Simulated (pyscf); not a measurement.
**Elimination: `[SiH3][Te][Sb]([Cl])[Cl]` → `[SiH3][Cl]` + `[Cl][Sb]=[Te]`**

Gas phase, singlet surface, charge 0. Bonds broken: Cl1–Sb2, Te4–Si5. Bonds formed: Cl1–Si5. Single points on ωB97X-D3(BJ)/def2-SVP structures (PySCF, gas phase).

Transition state (Å):

```xyz
8

Cl    -0.7596     1.4249     1.0497
Sb     0.5537     1.6939    -1.1341
Cl     2.5149     0.9236    -0.0433
Te    -0.5879    -0.5155    -1.8255
Si    -0.9491    -0.9064     1.0266
H      0.4345    -1.4219     1.0851
H     -2.0133    -1.8038     0.5059
H     -1.4096    -0.6721     2.4318
```

One imaginary mode, 273i cm⁻¹; descent along it reached the two sides named, in the forms told below.

```tsv
bond	change	reactant side (Å)	saddle	product side
Cl1–Sb2	breaks	2.368	2.562	3.2
Te4–Si5	breaks	2.491	2.9	4.0
Cl1–Si5	forms	3.5	2.339	2.099
```

Electronic energies relative to the reactant's lowest minimum found (kJ/mol):

```tsv
level	barrier	reaction energy	reverse barrier
ωB97X-D3(BJ)/def2-TZVP	141.1	+112.8	28.4
PBE/def2-TZVP	113.1	+53.5	59.6
r²SCAN/def2-TZVP	123.9	+63.0	60.8
B3LYP-D3(BJ)/def2-TZVP	127.6	+69.0	58.6
PBE0-D3(BJ)/def2-TZVP	126.3	+81.2	45.1
M06-2X/def2-TZVP	132.5	+78.6	54.0
ωB97M-D3(BJ)/def2-TZVP	134.1	+72.2	61.9
HF/def2-TZVP	169.7	+35.4	134.3
```

With ωB97M-D3(BJ)/def2-TZVP energies and thermal terms (ideal gas, 1 atm, RRHO with modes under 100 cm⁻¹ raised to 100, one conformer, R ln 2 for chiral ones without a mode under 150 cm⁻¹), in kJ/mol:

```tsv
T (K)	ΔH‡	ΔG‡	ΔH	ΔG
298	132.0	136.2	+68.6	+21.4
600	129.3	141.5	+63.1	-24.1
900	126.7	148.1	+57.8	-66.6
1200	124.1	155.7	+52.7	-107.3
```

On the product side the descent ends in a complex, 28.0 kJ/mol under the separated species and 56.4 kJ/mol under the saddle at ωB97X-D3(BJ)/def2-TZVP. This is the saddle that the search found; another between the same sides may lie lower. Elements past Kr carry the def2 core potentials, without spin-orbit coupling.
